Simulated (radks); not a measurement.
Q: Species: Pd+. Configuration: [Kr] 4d9. Method: scalar-relativistic Kohn-Sham, LDA (Slater exchange, Perdew-Wang correlation), spin-polarised, spherical densities, finite nucleus; open shells are filled with parallel spins first (spin-orbit coupling, left out, can overturn this in heavy ions); Fermi nuclear charge, rms radius 4.5318 fm; computed with a radial shooting solver on a logarithmic mesh with Libxc functionals. Some entries of the table are withheld. Estimate them.

orbital  occ.  eigenvalue (hartree)  r(max) (bohr)  <1/r> (bohr^-1)
1s up       1             -887.3488        0.02068            48.18
1s down     1             -887.3487        0.02068            48.18
2s up       1             -129.9484         0.1169            10.93
2s down     1             -129.9425         0.1169            10.93
2p up       3             -116.6314        0.09341            10.58
2p down     3             -116.6268        0.09341            10.58
3s up       1             -23.75478         0.3422            3.820
3s down     1             -23.75065         0.3423            3.820
3p up       3             -19.37720         0.3352            3.642
3p down     3             -19.37271         0.3352            3.642
3d up       5             -12.40059            (1)            3.417
3d down     5             -12.39464            (2)            3.418
4s up       1              -3.56783         0.8500            1.461
4s down     1              -3.54436         0.8495            1.462
4p up       3              -2.31312         0.9082            1.307
4p down     3              -2.28906         0.9077            1.308
4d up       5                   (3)          1.089              (4)
4d down     4                   (5)          1.089              (6)

A: 
(1) 3d up r(max) (bohr): 0.2819
(2) 3d down r(max) (bohr): 0.2819
(3) 4d up eigenvalue (hartree): -0.55765
(4) 4d up <1/r> (bohr^-1): 0.9320
(5) 4d down eigenvalue (hartree): -0.53549
(6) 4d down <1/r> (bohr^-1): 0.9276
